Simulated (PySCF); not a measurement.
# Gas-phase XPS of `C#C[Si@H]1CC[SiH2]O1`, computed

Compound: C4H8OSi2.
Cartesian coordinates in Å at the PBE0-D3(BJ)/def2-SVP level; atoms count from 1:
```xyz
15
C4H8OSi2 angstrom
C      0.5846    1.3054    3.3296
C      0.5534    0.5754    2.3561
Si     0.4342   -0.5450    0.9102
C     -1.1825   -0.3042   -0.0459
C     -0.8553   -0.4611   -1.5475
Si     0.9133    0.1796   -1.7944
O      1.5503   -0.1247   -0.2675
H      0.6223    1.9568    4.1849
H      0.6833   -1.9376    1.3756
H     -1.5297    0.7211    0.1682
H     -1.9866   -0.9815    0.2832
H     -1.5975    0.0396   -2.1898
H     -0.8633   -1.5277   -1.8321
H      1.6808   -0.5643   -2.8344
H      0.9727    1.6416   -2.0971
```

Computed, not measured: PySCF 2.14.0, delta-SCF UKS SCAN, pcX-2 on the ionised atom, pcseg-1 elsewhere, spin-free X2C. Binding energies are ΔSCF values: E(core-ionised, relaxed orbitals) − E(ground state) at a fixed geometry, referred to the vacuum level.

What binding energy does each computed site have?

```json
{"atom(s)": "Si3", "environment": "oxygen-bound silicon", "level": "Si 1s", "binding energy (eV)": "1847.26", "2p1/2 (eV)": "–", "above the level's lowest (eV)": "+0.24", "count": "1"}
{"atom(s)": "Si6", "environment": "oxygen-bound silicon", "level": "Si 1s", "binding energy (eV)": "1847.02", "2p1/2 (eV)": "–", "above the level's lowest (eV)": "0.00", "count": "1"}
{"atom(s)": "O7", "environment": "siloxane oxygen", "level": "O 1s", "binding energy (eV)": "537.48", "2p1/2 (eV)": "–", "above the level's lowest (eV)": "0.00", "count": "1"}
{"atom(s)": "C1", "environment": "terminal alkyne carbon", "level": "C 1s", "binding energy (eV)": "290.55", "2p1/2 (eV)": "–", "above the level's lowest (eV)": "+0.29", "count": "1"}
{"atom(s)": "C5", "environment": "sp3 carbon bound to silicon", "level": "C 1s", "binding energy (eV)": "290.32", "2p1/2 (eV)": "–", "above the level's lowest (eV)": "+0.06", "count": "1"}
{"atom(s)": "C4", "environment": "sp3 carbon bound to silicon", "level": "C 1s", "binding energy (eV)": "290.28", "2p1/2 (eV)": "–", "above the level's lowest (eV)": "+0.02", "count": "1"}
{"atom(s)": "C2", "environment": "alkyne carbon", "level": "C 1s", "binding energy (eV)": "290.26", "2p1/2 (eV)": "–", "above the level's lowest (eV)": "0.00", "count": "1"}
{"atom(s)": "Si3", "environment": "oxygen-bound silicon", "level": "Si 2p3/2", "binding energy (eV)": "107.28", "2p1/2 (eV)": "107.91", "above the level's lowest (eV)": "+0.15", "count": "1"}
{"atom(s)": "Si6", "environment": "oxygen-bound silicon", "level": "Si 2p3/2", "binding energy (eV)": "107.13", "2p1/2 (eV)": "107.76", "above the level's lowest (eV)": "0.00", "count": "1"}
```

The listed C 1s values span 0.29 eV, from C2 (bonded to C (triple bond) and Si) to C1 (bonded to C (triple bond) and H). Summing the Pauling electronegativity differences to the bonded atoms, each weighted by its formal bond order, gives -0.65 for the lowest site and -0.35 for the highest; no listed site has a larger sum than the highest. The smallest sum, -1.35, belongs to C4, 0.02 eV above the lowest. The values 290.26, 290.28 and 290.32 eV lie too close for their order to be trusted.

The 2 Si 1s values lie within 0.24 eV of each other; Gaussian lines of 0.5 eV full width would blend them into one maximum.

The 2 Si 2p3/2 values lie within 0.15 eV of each other.

Which photon energy gives electrons from Si 1s of Si6 a kinetic energy of 200 eV, and what is their de Broglie wavelength?

hν = 1847.02 + 200 = 2047.02 eV, recoil neglected; λ = 12.264 Å/√(E/eV) = 0.87 Å.

Spin contamination (⟨S²⟩ against 0.75 for a pure doublet) is marked for C 1s of C1 (0.86) and C 1s of C2 (0.87), which makes these values less certain. 2p3/2 and 2p1/2 are the ΔSCF energy of one spin-free 2p hole plus the eigenvalues of a spin–orbit and ligand-field matrix of the shell. 2p1/2 minus 2p3/2 (ligand field included): Si 0.63 eV. Geometry: PBE0-D3(BJ)/def2-SVP, one conformer, isolated molecule.

Hardware: one thread, Arm Neoverse N1 (aarch64), no GPU, shared host. Cost: 3.4 min of wall time, 0.69 GiB resident at most.
